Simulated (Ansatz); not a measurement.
FH2ISSi, SMILES `F[SiH](S)I`, relaxed with RKS PBE-D4/def2-SVP in Ansatz from a rough embedded geometry. The force threshold is 0.03 eV/Å; the program also tests the step.

Total charge 0; spin multiplicity 1. I takes the def2 core potential.

Start:

```xyz
6

F     1.145    1.087    0.833
Si   -0.067    0.056    0.524
S    -0.982    0.522   -1.385
I     0.833   -2.270    0.489
H    -1.088    0.175    1.618
H     0.160    0.430   -2.079
```

| step | energy (eV) | largest force (eV/Å) | largest move (Å) |
| --- | --- | --- | --- |
| 1 | -29547.0335 | 0.762 | 0.000 |
| 2 | -29547.0391 | 0.419 | 0.124 |
| 3 | -29547.0753 | 0.089 | 0.077 |
| 4 | -29547.0766 | 0.048 | 0.018 |
| 5 | -29547.0781 | 0.045 | 0.049 |
| 6 | -29547.0786 | 0.028 | 0.038 |
| 7 | -29547.0788 | 0.015 | 0.019 |

End:

```xyz
6

F     1.166    1.066    0.909
Si   -0.066    0.069    0.512
S    -0.966    0.636   -1.340
I     0.879   -2.195    0.444
H    -1.124    0.165    1.562
H     0.111    0.260   -2.087
```

It took 11 s on 2 threads of an Arm Neoverse V2 on a shared host, with 0.14 GiB of host memory at the peak.
